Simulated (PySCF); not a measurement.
Excitations are Tamm–Dancoff values on a coarser integration grid. The basis has no diffuse functions, so Rydberg states are missing or too high.

Cartesian coordinates (Å):
```xyz
6

O      1.1451    -0.0103    -0.5627
Si    -0.3611    -0.0312     0.0008
F     -0.7864     1.3504     0.6331
F     -0.5710    -1.1268     1.1167
F     -1.3155    -0.3497    -1.2051
H      1.8890     0.1676     0.0173
```
Charge 0, multiplicity 1.

Q: Predict the S1–T1 gap (TDA), S1 excitation (TDA) and dipole moment from TPSSh-D3(BJ)/def2-TZVP // B3LYP-D3(BJ)/def2-TZVP (PySCF).

A: 
```
Property              Result
-------------------  -------
S1–T1 gap (TDA)      0.50 eV
S1 excitation (TDA)  8.84 eV
dipole moment         2.16 D
```
